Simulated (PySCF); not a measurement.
Basis-set dependence of population analyses: `N[SiH2][SiH2]O`

H7NOSi2.
SMILES with atom numbers: `[NH2:1][SiH2:2][SiH2:3][OH:4]` (hydrogens: H5, H6 on N1; H7, H8 on Si2; H9, H10 on Si3; H11 on O4)

PBE0 throughout (PySCF), one geometry, spherical d and f functions. Isolated species at its PBE0-D3(BJ)/def2-SVP geometry (one conformer only). Atoms taken as equivalent share a column and are averaged. The first 7 of 8 kinds of atom are listed.

Mulliken charges (e):

| basis | functions | N1 | Si2 | Si3 | O4 | H5/H6 | H7/H8 | H9/H10 |
| --- | --- | --- | --- | --- | --- | --- | --- | --- |
| pcSseg-0 | 58 | -1.046 | +0.477 | +0.600 | -0.829 | +0.326 | -0.058 | -0.064 |
| 6-31G* | 78 | -0.927 | +0.362 | +0.500 | -0.740 | +0.353 | -0.085 | -0.085 |
| cc-pVDZ | 99 | -0.314 | +0.201 | +0.364 | -0.365 | +0.114 | -0.073 | -0.071 |
| def2-SVP | 99 | -0.420 | +0.297 | +0.428 | -0.423 | +0.141 | -0.089 | -0.091 |
| aug-cc-pVDZ | 163 | -0.296 | -0.106 | -0.030 | -0.692 | -0.042 | +0.261 | +0.276 |
| 6-311+G(2d,p) | 166 | -0.797 | +0.457 | +0.503 | -0.635 | +0.236 | -0.072 | -0.064 |
| def2-TZVP | 178 | -0.638 | +0.207 | +0.311 | -0.534 | +0.243 | -0.040 | -0.037 |
| cc-pVTZ | 226 | -0.359 | +0.163 | +0.311 | -0.369 | +0.145 | -0.062 | -0.056 |
| IGLO-III | 228 | -0.681 | +0.632 | +0.741 | -0.633 | +0.201 | -0.180 | -0.181 |

IAO charges (e):

```tsv
basis	functions	N1	Si2	Si3	O4	H5/H6	H7/H8	H9/H10
pcSseg-0	58	-0.773	+0.425	+0.563	-0.710	+0.253	-0.091	-0.084
6-31G*	78	-0.826	+0.546	+0.693	-0.769	+0.263	-0.135	-0.129
cc-pVDZ	99	-0.819	+0.545	+0.685	-0.767	+0.261	-0.134	-0.128
def2-SVP	99	-0.810	+0.554	+0.693	-0.762	+0.257	-0.139	-0.133
aug-cc-pVDZ	163	-0.852	+0.551	+0.691	-0.792	+0.272	-0.131	-0.125
6-311+G(2d,p)	166	-0.863	+0.576	+0.716	-0.801	+0.273	-0.139	-0.133
def2-TZVP	178	-0.860	+0.583	+0.725	-0.801	+0.272	-0.143	-0.137
cc-pVTZ	226	-0.854	+0.572	+0.713	-0.796	+0.271	-0.139	-0.134
IGLO-III	228	-0.865	+0.582	+0.721	-0.804	+0.273	-0.141	-0.135
```

Hirshfeld charges (e):

```csv
basis,functions,N1,Si2,Si3,O4,H5/H6,H7/H8,H9/H10
pcSseg-0,58,-0.323,+0.273,+0.330,-0.334,+0.115,-0.093,-0.081
6-31G*,78,-0.305,+0.234,+0.281,-0.307,+0.122,-0.086,-0.077
cc-pVDZ,99,-0.305,+0.252,+0.292,-0.297,+0.119,-0.093,-0.083
def2-SVP,99,-0.309,+0.260,+0.302,-0.304,+0.120,-0.095,-0.086
aug-cc-pVDZ,163,-0.322,+0.264,+0.303,-0.313,+0.116,-0.087,-0.079
"6-311+G(2d,p)",166,-0.318,+0.262,+0.303,-0.315,+0.117,-0.088,-0.080
def2-TZVP,178,-0.318,+0.257,+0.297,-0.311,+0.120,-0.089,-0.080
cc-pVTZ,226,-0.318,+0.258,+0.298,-0.307,+0.120,-0.090,-0.081
IGLO-III,228,-0.321,+0.262,+0.301,-0.311,+0.117,-0.087,-0.079
```

ESP-fitted charges (e):

```json
{"basis": "pcSseg-0", "functions": "58", "N1": "-1.164", "Si2": "+0.550", "Si3": "+0.533", "O4": "-0.748", "H5/H6": "+0.440", "H7/H8": "-0.140", "H9/H10": "-0.109"}
{"basis": "6-31G*", "functions": "78", "N1": "-1.018", "Si2": "+0.377", "Si3": "+0.384", "O4": "-0.629", "H5/H6": "+0.409", "H7/H8": "-0.100", "H9/H10": "-0.074"}
{"basis": "cc-pVDZ", "functions": "99", "N1": "-0.892", "Si2": "+0.326", "Si3": "+0.363", "O4": "-0.576", "H5/H6": "+0.365", "H7/H8": "-0.094", "H9/H10": "-0.074"}
{"basis": "def2-SVP", "functions": "99", "N1": "-0.928", "Si2": "+0.378", "Si3": "+0.397", "O4": "-0.598", "H5/H6": "+0.373", "H7/H8": "-0.108", "H9/H10": "-0.086"}
{"basis": "aug-cc-pVDZ", "functions": "163", "N1": "-0.954", "Si2": "+0.354", "Si3": "+0.360", "O4": "-0.581", "H5/H6": "+0.378", "H7/H8": "-0.089", "H9/H10": "-0.064"}
{"basis": "6-311+G(2d,p)", "functions": "166", "N1": "-1.002", "Si2": "+0.359", "Si3": "+0.390", "O4": "-0.622", "H5/H6": "+0.397", "H7/H8": "-0.090", "H9/H10": "-0.069"}
{"basis": "def2-TZVP", "functions": "178", "N1": "-0.981", "Si2": "+0.358", "Si3": "+0.373", "O4": "-0.599", "H5/H6": "+0.393", "H7/H8": "-0.094", "H9/H10": "-0.071"}
{"basis": "cc-pVTZ", "functions": "226", "N1": "-0.927", "Si2": "+0.351", "Si3": "+0.368", "O4": "-0.573", "H5/H6": "+0.373", "H7/H8": "-0.097", "H9/H10": "-0.074"}
{"basis": "IGLO-III", "functions": "228", "N1": "-0.957", "Si2": "+0.346", "Si3": "+0.350", "O4": "-0.580", "H5/H6": "+0.383", "H7/H8": "-0.089", "H9/H10": "-0.064"}
```

Some averages cover members that differ in this geometry, most widely: H7/H8, ESP-fitted in pcSseg-0 -0.170 to -0.109; H7/H8, Mulliken in pcSseg-0 -0.089 to -0.028; H7/H8, ESP-fitted in cc-pVDZ -0.122 to -0.067; H7/H8, ESP-fitted in def2-SVP -0.136 to -0.081 e.

Task: Which scheme is steadiest as the basis changes?

Result: Largest range over the bases for any column: Hirshfeld 0.05 e, IAO 0.16 e, ESP-fitted 0.27 e, Mulliken 0.77 e. Hirshfeld charges move least and Mulliken charges most, counted in e.

Task: How much do the charges still move between the two largest bases, cc-pVTZ and IGLO-III?

Result: At most, over all atoms: Mulliken 0.469 e, IAO 0.011 e, Hirshfeld 0.004 e, ESP-fitted 0.030 e.

Task: What do the same runs give for the total energy, the frontier levels and the dipole moment?

Result: 
| basis | energy (Eh) | HOMO (eV) | LUMO (eV) | μ (D) |
| --- | --- | --- | --- | --- |
| pcSseg-0 | -711.7921 | -6.98 | -0.32 | 2.86 |
| 6-31G* | -712.7763 | -7.00 | -0.21 | 2.59 |
| cc-pVDZ | -712.8222 | -6.99 | -0.13 | 2.36 |
| def2-SVP | -712.5412 | -7.06 | -0.13 | 2.45 |
| aug-cc-pVDZ | -712.8469 | -7.25 | -0.79 | 2.29 |
| 6-311+G(2d,p) | -712.9003 | -7.30 | -0.79 | 2.43 |
| def2-TZVP | -712.9148 | -7.25 | -0.56 | 2.41 |
| cc-pVTZ | -712.9127 | -7.19 | -0.44 | 2.30 |
| IGLO-III | -712.9195 | -7.27 | -0.56 | 2.33 |

The dipole is fixed by the density alone, so its range of 0.57 D shows that the density itself changes with the basis, not only its division among atoms.
